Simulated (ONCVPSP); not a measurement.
# niobium: one change to an ONCV potential, before and after

```json
{
  "Element": "Nb",
  "Generator": "ONCVPSP 4.0.1",
  "Type": "optimised norm-conserving Vanderbilt (ONCV)",
  "Functional": "PBE",
  "Relativity": "fully relativistic",
  "Frozen core": "[Ar] 3d10",
  "Valence charge": "13",
  "Reference configuration": "4s2 4p6 4d4 5s0.75 5p0.25",
  "Partial waves": "4s+5s: rc 2.15 bohr, ncon 3, nbas 8, qcut 7 1/bohr, 2 projectors; 4p+5p: rc 2.10 bohr, ncon 5, nbas 8, qcut 7.9 1/bohr, 2 projectors; 4d: rc 2.30 bohr, ncon 4, nbas 9, qcut 7.4 1/bohr, 2 projectors, debl 2.4 Ha; f scattering state at 0.08 Ha: rc 1.85 bohr, ncon 3, nbas 7, qcut 6.4 1/bohr, 3 projectors, debl 1.4 Ha",
  "Local potential": "polynomial inside 1.65 bohr (lpopt 4, dvloc0 -1 Ha)",
  "Core correction": "Teter function, fcfact 5.5, rcfact 1.5"
}
```

Open shells are filled in proportion to 2j + 1.

Change: all radii but the core radius scaled by about 1.03 (s 2.22, p 2.16, d 2.38, f 1.90 bohr); local potential polynomial inside 1.70 bohr (lpopt 4, dvloc0 -1 Ha).

Cutoffs: the cutoffs (Ha) at which the residual kinetic energy of the hardest occupied pseudo-wave falls to 1 and 0.1 mHa per electron; they do not see the model core or the augmentation charge, which bear on the density cutoff. Errors are all-electron minus pseudo energies relative to the spin-unpolarised reference configuration.

Question: What does the change do?

Answer: The potential gets neither clearly harder nor softer (16 Ha and 22 Ha → 15 Ha and 21 Ha); the d channel sets the loose cutoff, while the largest relative change is in p, which becomes softer; the errors of the 3 common tests hardly move; neither file shows a bound ghost.

| quantity | base | changed |
| --- | --- | --- |
| cutoff, loose | 16 Ha | 15 Ha |
| cutoff, tight | 22 Ha | 21 Ha |
| loose cutoff by channel | s 13 Ha, p 15 Ha, d 16 Ha | s 13 Ha, p 12 Ha, d 15 Ha |
| bound ghosts | none | none |
| GHOST(+) flags under 300 eV | none | none |
| tests with a reliable result | 3 of 4 | 3 of 4 |
| error for 4s2 4p6 4d4 5s1 5p0, meV [ΔE -0.72 eV] | -0.1 | 0.0 |
| error for 4s2 4p6 4d4 5s0 5p0, meV [ΔE 5.92 eV] | -0.8 | -0.8 |
| error for 4s2 4p6 4d4.5 5s0.5 5p0, meV [ΔE -0.16 eV] | -0.3 | -0.2 |
| rms error of d²Exc/dni dnj with the model core, mHa | 2.82 | 2.81 |
